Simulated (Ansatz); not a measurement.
`Br/C=C1\CO1` + H₂ → `C=C1CO1` + HBr at 500 K and 1 bar (hydrogenolysis of a C–Br bond).

Isolated molecules relaxed with PBE0-D4/def2-TZVP in Ansatz; ΔE leaves out vibrations. CBS: MP2 limit from def2 TZ/QZ plus the TZ coupled-cluster correction, frozen cores. This one scheme is used for every species. For Br outer-core shells are correlated without core-valence functions, which leaves a few kJ/mol of doubt a bond. Scalar relativity is left out up to krypton.

```
      species  CCSD(T)/CBS energy (Eh)  H − E (kJ/mol)  S (J/(mol·K))
`Br/C=C1\CO1`              -2764.35949           173.1          361.9
           H₂                 -1.17544            41.0          145.5
    `C=C1CO1`               -191.64805           191.5          310.0
          HBr              -2573.91920            30.5          213.7
```

H − E and S are ideal-gas, rigid-rotor, harmonic terms from PBE0-D4/def2-TZVP. For small species the MP2-based limit differs from directly extrapolated CCSD(T) by up to some mEh (0.8 for H₂); such offsets cancel only in part. 1 Eh = 2625.50 kJ/mol, R = 8.31446 J/(mol·K).

Question: By hand: ΔE, ΔH, ΔS and ΔG.

Answer: ΔE = (-191.64805) + (-2573.91920) − (-2764.35949) − (-1.17544) = -0.03232 Eh = -84.9 kJ/mol. Δ(H − E) = 191.5 + 30.5 − 173.1 − 41.0 = 7.9, so ΔH = -77.0 kJ/mol. ΔS = 310.0 + 213.7 − 361.9 − 145.5 = 16.3 J/(mol·K). ΔG = -77.0 − 500 × (16.3)/1000 = -85.2 kJ/mol.

Question: By hand: the equilibrium constant, and the temperature at which ΔG would vanish if ΔH and ΔS stayed fixed.

Answer: log₁₀ K = −ΔG/(RT ln 10) = 8.9. ΔH and −TΔS have one sign here, so there is no such temperature.

ΔH outweighs TΔS. A doubt of 5 kJ/mol in ΔE shifts log₁₀ K by 0.5 here. These are equilibria of isolated gas molecules and say nothing of rates. Largest T1 diagnostic: 0.013 (customary marks: 0.02 for closed shells, 0.045 for open ones).
